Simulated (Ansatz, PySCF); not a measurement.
Breaking a bond: SMILES [OH][Zr]([Cl])([Cl])[Cl] (HCl3OZr). The Zr1–Cl6 bond (Zr1 also carries Cl, Cl, O; Cl6 carries nothing else) is varied alone, starting from the PBE0/def2-TZVP, def2 effective core potentials past Kr optimised geometry.

- UKS-PBE0 = unrestricted PBE0/def2-TZVP, def2 effective core potentials past Kr in Ansatz (a first-principles code)
- RKS-PBE0 = restricted PBE0/def2-TZVP, def2 effective core potentials past Kr in Ansatz
- UKS-BLYP = unrestricted BLYP/def2-TZVP, def2 effective core potentials past Kr (Ansatz)
- RKS-BLYP = restricted BLYP/def2-TZVP, def2 effective core potentials past Kr (Ansatz)
- UKS-PBE = unrestricted PBE/def2-TZVP, def2 effective core potentials past Kr (Ansatz)
- RKS-PBE = restricted PBE/def2-TZVP, def2 effective core potentials past Kr run with Ansatz
- UKS-B3LYP/LANL2DZ = unrestricted B3LYP/LANL2DZ, with its core potentials past Ne (PySCF 2.14.0)
- RKS-B3LYP/LANL2DZ = restricted B3LYP/LANL2DZ, with its core potentials past Ne (PySCF 2.14.0)

Scanned distances (Å): 1.91, 2.05, 2.19, 2.27, 2.34, 2.43, 2.52, 2.63, 2.83, 3.09, 3.39, 3.84, 4.36, 4.95, 5.76, 6.83.

Where does the unrestricted solution first break spin symmetry (<S²> of 0.01 or more)?

UKS-PBE0: between 3.84 and 4.36 Å; UKS-BLYP: between 3.84 and 4.36 Å; UKS-PBE: between 3.84 and 4.36 Å; UKS-B3LYP/LANL2DZ: between 3.39 and 3.84 Å.

```json
[
 {"R / Å": "1.91", "<S²> UKS-PBE0": "0.00", "E(RKS-PBE0) − E(UKS-PBE0) / kcal/mol": "0.0", "<S²> UKS-BLYP": "0.00", "E(RKS-BLYP) − E(UKS-BLYP) / kcal/mol": "0.0", "<S²> UKS-PBE": "0.00", "E(RKS-PBE) − E(UKS-PBE) / kcal/mol": "0.0", "<S²> UKS-B3LYP/LANL2DZ": "0.00", "E(RKS-B3LYP/LANL2DZ) − E(UKS-B3LYP/LANL2DZ) / kcal/mol": "0.0"},
 {"R / Å": "2.05", "<S²> UKS-PBE0": "0.00", "E(RKS-PBE0) − E(UKS-PBE0) / kcal/mol": "0.0", "<S²> UKS-BLYP": "0.00", "E(RKS-BLYP) − E(UKS-BLYP) / kcal/mol": "0.0", "<S²> UKS-PBE": "0.00", "E(RKS-PBE) − E(UKS-PBE) / kcal/mol": "0.0", "<S²> UKS-B3LYP/LANL2DZ": "0.00", "E(RKS-B3LYP/LANL2DZ) − E(UKS-B3LYP/LANL2DZ) / kcal/mol": "0.0"},
 {"R / Å": "2.19", "<S²> UKS-PBE0": "0.00", "E(RKS-PBE0) − E(UKS-PBE0) / kcal/mol": "0.0", "<S²> UKS-BLYP": "0.00", "E(RKS-BLYP) − E(UKS-BLYP) / kcal/mol": "0.0", "<S²> UKS-PBE": "0.00", "E(RKS-PBE) − E(UKS-PBE) / kcal/mol": "0.0", "<S²> UKS-B3LYP/LANL2DZ": "0.00", "E(RKS-B3LYP/LANL2DZ) − E(UKS-B3LYP/LANL2DZ) / kcal/mol": "0.0"},
 {"R / Å": "2.27", "<S²> UKS-PBE0": "0.00", "E(RKS-PBE0) − E(UKS-PBE0) / kcal/mol": "0.0", "<S²> UKS-BLYP": "0.00", "E(RKS-BLYP) − E(UKS-BLYP) / kcal/mol": "0.0", "<S²> UKS-PBE": "0.00", "E(RKS-PBE) − E(UKS-PBE) / kcal/mol": "0.0", "<S²> UKS-B3LYP/LANL2DZ": "0.00", "E(RKS-B3LYP/LANL2DZ) − E(UKS-B3LYP/LANL2DZ) / kcal/mol": "0.0"},
 {"R / Å": "2.34", "<S²> UKS-PBE0": "0.00", "E(RKS-PBE0) − E(UKS-PBE0) / kcal/mol": "0.0", "<S²> UKS-BLYP": "0.00", "E(RKS-BLYP) − E(UKS-BLYP) / kcal/mol": "0.0", "<S²> UKS-PBE": "0.00", "E(RKS-PBE) − E(UKS-PBE) / kcal/mol": "0.0", "<S²> UKS-B3LYP/LANL2DZ": "0.00", "E(RKS-B3LYP/LANL2DZ) − E(UKS-B3LYP/LANL2DZ) / kcal/mol": "0.0"},
 {"R / Å": "2.43", "<S²> UKS-PBE0": "0.00", "E(RKS-PBE0) − E(UKS-PBE0) / kcal/mol": "0.0", "<S²> UKS-BLYP": "0.00", "E(RKS-BLYP) − E(UKS-BLYP) / kcal/mol": "0.0", "<S²> UKS-PBE": "0.00", "E(RKS-PBE) − E(UKS-PBE) / kcal/mol": "0.0", "<S²> UKS-B3LYP/LANL2DZ": "0.00", "E(RKS-B3LYP/LANL2DZ) − E(UKS-B3LYP/LANL2DZ) / kcal/mol": "0.0"},
 {"R / Å": "2.52", "<S²> UKS-PBE0": "0.00", "E(RKS-PBE0) − E(UKS-PBE0) / kcal/mol": "0.0", "<S²> UKS-BLYP": "0.00", "E(RKS-BLYP) − E(UKS-BLYP) / kcal/mol": "0.0", "<S²> UKS-PBE": "0.00", "E(RKS-PBE) − E(UKS-PBE) / kcal/mol": "0.0", "<S²> UKS-B3LYP/LANL2DZ": "0.00", "E(RKS-B3LYP/LANL2DZ) − E(UKS-B3LYP/LANL2DZ) / kcal/mol": "0.0"},
 {"R / Å": "2.63", "<S²> UKS-PBE0": "0.00", "E(RKS-PBE0) − E(UKS-PBE0) / kcal/mol": "0.0", "<S²> UKS-BLYP": "0.00", "E(RKS-BLYP) − E(UKS-BLYP) / kcal/mol": "0.0", "<S²> UKS-PBE": "0.00", "E(RKS-PBE) − E(UKS-PBE) / kcal/mol": "0.0", "<S²> UKS-B3LYP/LANL2DZ": "0.00", "E(RKS-B3LYP/LANL2DZ) − E(UKS-B3LYP/LANL2DZ) / kcal/mol": "0.0"},
 {"R / Å": "2.83", "<S²> UKS-PBE0": "0.00", "E(RKS-PBE0) − E(UKS-PBE0) / kcal/mol": "0.0", "<S²> UKS-BLYP": "0.00", "E(RKS-BLYP) − E(UKS-BLYP) / kcal/mol": "0.0", "<S²> UKS-PBE": "0.00", "E(RKS-PBE) − E(UKS-PBE) / kcal/mol": "0.0", "<S²> UKS-B3LYP/LANL2DZ": "0.00", "E(RKS-B3LYP/LANL2DZ) − E(UKS-B3LYP/LANL2DZ) / kcal/mol": "0.0"},
 {"R / Å": "3.09", "<S²> UKS-PBE0": "0.00", "E(RKS-PBE0) − E(UKS-PBE0) / kcal/mol": "0.0", "<S²> UKS-BLYP": "0.00", "E(RKS-BLYP) − E(UKS-BLYP) / kcal/mol": "0.0", "<S²> UKS-PBE": "0.00", "E(RKS-PBE) − E(UKS-PBE) / kcal/mol": "0.0", "<S²> UKS-B3LYP/LANL2DZ": "0.00", "E(RKS-B3LYP/LANL2DZ) − E(UKS-B3LYP/LANL2DZ) / kcal/mol": "0.0"},
 {"R / Å": "3.39", "<S²> UKS-PBE0": "0.00", "E(RKS-PBE0) − E(UKS-PBE0) / kcal/mol": "0.0", "<S²> UKS-BLYP": "0.00", "E(RKS-BLYP) − E(UKS-BLYP) / kcal/mol": "0.0", "<S²> UKS-PBE": "0.00", "E(RKS-PBE) − E(UKS-PBE) / kcal/mol": "0.0", "<S²> UKS-B3LYP/LANL2DZ": "0.00", "E(RKS-B3LYP/LANL2DZ) − E(UKS-B3LYP/LANL2DZ) / kcal/mol": "0.0"},
 {"R / Å": "3.84", "<S²> UKS-PBE0": "0.00", "E(RKS-PBE0) − E(UKS-PBE0) / kcal/mol": "0.0", "<S²> UKS-BLYP": "0.00", "E(RKS-BLYP) − E(UKS-BLYP) / kcal/mol": "0.0", "<S²> UKS-PBE": "0.00", "E(RKS-PBE) − E(UKS-PBE) / kcal/mol": "0.0", "<S²> UKS-B3LYP/LANL2DZ": "0.05", "E(RKS-B3LYP/LANL2DZ) − E(UKS-B3LYP/LANL2DZ) / kcal/mol": "0.0"},
 {"R / Å": "4.36", "<S²> UKS-PBE0": "0.33", "E(RKS-PBE0) − E(UKS-PBE0) / kcal/mol": "1.9", "<S²> UKS-BLYP": "0.14", "E(RKS-BLYP) − E(UKS-BLYP) / kcal/mol": "0.2", "<S²> UKS-PBE": "0.17", "E(RKS-PBE) − E(UKS-PBE) / kcal/mol": "0.3", "<S²> UKS-B3LYP/LANL2DZ": "0.43", "E(RKS-B3LYP/LANL2DZ) − E(UKS-B3LYP/LANL2DZ) / kcal/mol": "3.1"},
 {"R / Å": "4.95", "<S²> UKS-PBE0": "0.55", "E(RKS-PBE0) − E(UKS-PBE0) / kcal/mol": "6.3", "<S²> UKS-BLYP": "0.41", "E(RKS-BLYP) − E(UKS-BLYP) / kcal/mol": "2.1", "<S²> UKS-PBE": "0.42", "E(RKS-PBE) − E(UKS-PBE) / kcal/mol": "2.4", "<S²> UKS-B3LYP/LANL2DZ": "0.61", "E(RKS-B3LYP/LANL2DZ) − E(UKS-B3LYP/LANL2DZ) / kcal/mol": "7.7"},
 {"R / Å": "5.76", "<S²> UKS-PBE0": "0.68", "E(RKS-PBE0) − E(UKS-PBE0) / kcal/mol": "11.4", "<S²> UKS-BLYP": "0.56", "E(RKS-BLYP) − E(UKS-BLYP) / kcal/mol": "4.6", "<S²> UKS-PBE": "0.56", "E(RKS-PBE) − E(UKS-PBE) / kcal/mol": "5.1", "<S²> UKS-B3LYP/LANL2DZ": "0.72", "E(RKS-B3LYP/LANL2DZ) − E(UKS-B3LYP/LANL2DZ) / kcal/mol": "12.5"},
 {"R / Å": "6.83", "<S²> UKS-PBE0": "0.76", "E(RKS-PBE0) − E(UKS-PBE0) / kcal/mol": "15.8", "<S²> UKS-BLYP": "0.63", "E(RKS-BLYP) − E(UKS-BLYP) / kcal/mol": "6.4", "<S²> UKS-PBE": "0.64", "E(RKS-PBE) − E(UKS-PBE) / kcal/mol": "7.1", "<S²> UKS-B3LYP/LANL2DZ": "0.79", "E(RKS-B3LYP/LANL2DZ) − E(UKS-B3LYP/LANL2DZ) / kcal/mol": "16.2"}
]
```
